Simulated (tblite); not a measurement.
Compound: C₆H₅F.
Atom-mapped SMILES: `[CH:1]#[C:2][C@@H:3]1[C:4](=[CH2:5])[C@@H:6]1[F:7]` (hydrogens: H8 on C1; H9 on C3; H10, H11 on C5; H12 on C6)

Computed with GFN2-xTB (tblite), gas phase: L-BFGS steps from a force-field or distance-geometry start until the largest atomic force falls under 0.01 eV/Å.

Geometry at step 5:
```
atom  x, y, z in Å
C1      2.7247    0.4011   -0.3711
C2      1.6572   -0.0180   -0.0199
C3      0.4055   -0.4990    0.4806
C4     -0.8861   -0.2106   -0.1765
C5     -1.7330   -0.4529   -1.1352
C6     -0.6071    0.4899    1.0708
F7     -0.3520    1.8299    0.9841
H8      3.6518    0.7770   -0.6888
H9      0.4586   -1.4866    0.9340
H10    -2.6832    0.0551   -1.1634
H11    -1.4787   -1.1462   -1.9176
H12    -1.1566    0.2596    1.9770
```

**Question.** Give the atomic forces at this geometry.

**Answer.** 
| atom | Fx (eV/Å) | Fy (eV/Å) | Fz (eV/Å) |
| --- | --- | --- | --- |
| C1 | -0.192 | -0.027 | 0.040 |
| C2 | 0.097 | 0.027 | -0.031 |
| C3 | -0.056 | -0.016 | -0.031 |
| C4 | 0.133 | 0.017 | 0.064 |
| C5 | -0.046 | -0.007 | -0.185 |
| C6 | -0.059 | 0.019 | -0.063 |
| F7 | 0.108 | -0.061 | 0.198 |
| H8 | -0.047 | -0.039 | -0.014 |
| H9 | 0.126 | 0.125 | 0.214 |
| H10 | -0.030 | -0.098 | -0.121 |
| H11 | -0.141 | 0.013 | -0.153 |
| H12 | 0.107 | 0.048 | 0.082 |

The largest, 0.28 eV/Å, acts on H9; the rms over all components is 0.098 eV/Å. The forces sum to zero within rounding, as they must for an isolated molecule in no field.

**Question.** Give the force on H9 in Eh/bohr and in nN.

**Answer.** 0.278 eV/Å ÷ 51.422 = 0.00541 Eh/bohr, and 0.278 eV/Å × 1.602 = 0.45 nN.

**Question.** How far is this geometry from the end of the optimisation?

**Answer.** 0.048 eV above it, and 0.139 Å rms away after alignment. The bonds farthest from their final lengths, with half the difference of the two atoms' forces along the bond (positive lengthens):

```csv
bond,now (Å),final (Å),force along bond (eV/Å)
C3–C6,1.533,1.528,+0.01
C4=C5,1.302,1.307,+0.15
C4–C6,1.457,1.462,-0.07
C3–C4,1.478,1.480,-0.10
C5–H11,1.076,1.078,-0.03
C1≡C2,1.199,1.197,-0.15
```

The angle farthest from its final value is C4–C3–H9, 113.9° against 118.7°.

What follows is the cost of the whole relaxation. The run took 0.3 s wall on one thread of an Arm Neoverse N1 (shared host).
